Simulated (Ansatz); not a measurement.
A nudged elastic band was laid between two geometries of CH2BClF (6 atoms, charge 0, multiplicity 2).

All numbers below come from Ansatz 0.2.0, UKS PBE0-D4/def2-SVP.

```json
{
  "movable images": "7",
  "climbing image": "yes",
  "spring": "5.0 eV/Å²",
  "optimiser": "quadratic models (default)",
  "start path": "IDPP",
  "force threshold": "0.05 eV/Å",
  "iteration limit": "24",
  "end points": "relaxed"
}
```

First end point:

```xyz
6
Properties=species:S:1:pos:R:3
B -0.158 0.677 -0.801
C 0.435 -0.215 0.303
F 1.463 -1.018 0.084
Cl -1.199 -1.030 -0.320
H -0.825 1.664 -0.651
H 0.284 -0.077 1.385
```

Last end point:

```xyz
6
Properties=species:S:1:pos:R:3
B -0.544 0.322 -0.380
C 0.638 -0.289 0.348
F 1.871 0.042 0.023
Cl -2.155 -0.174 0.114
H -0.413 1.121 -1.269
H 0.603 -1.021 1.165
```

Q: Which bonds break or form, and what moves?

A: Bonds broken: C2–Cl4. The dihedral H5–B1–C2–H6 goes from 3 to -180°.

Q: Give the energies along the band, and the barrier.

A: The forces met the threshold. The highest image is number 1 of 0 to 8, 2.4 kcal/mol above the first end and 56.6 kcal/mol above the last; the last end lies 54.3 kcal/mol below the first. The profile has 2 maxima (images 1, 4) with wells between them (image 3): this band takes more than one step, which may be the mechanism or a detour left from its start path. Neighbouring images differ by up to 1.3 eV, so the band resolves the path poorly. A vibrational analysis at the climbing image gives one clearly imaginary mode, 478i cm⁻¹: a first-order saddle point.

```
image  path coordinate (Å)  energy (kcal/mol)  C2–Cl4 (Å)  dihedral H5–B1–C2–H6 (°)
    0                 0.00                0.0        1.93                         3
    1                 0.41                2.4        2.14                        45
    2                 0.92              -27.5        2.60                        97
    3                 1.42              -38.2        2.77                        84
    4                 1.93              -37.0        2.90                        72
    5                 2.43              -37.6        2.87                        94
    6                 2.94              -45.2        2.85                       123
    7                 3.44              -51.8        2.83                       152
    8                 3.95              -54.3        2.80                      -180
```

Q: What is the geometry of the highest image?

A: 
```xyz
6
Properties=species:S:1:pos:R:3
B -0.272 0.571 -0.736
C 0.522 -0.176 0.337
F 1.592 -0.874 0.075
Cl -1.378 -0.945 -0.288
H -0.761 1.662 -0.803
H 0.296 -0.238 1.415
```

The band took 17 iterations and roughly 9 core-minutes.

Run time: 9 min on 1 thread of Intel(R) Xeon(R) Platinum 8259CL CPU @ 2.50GHz (Skylake/Cascade Lake) (shared host), peak memory 0.2 GiB.
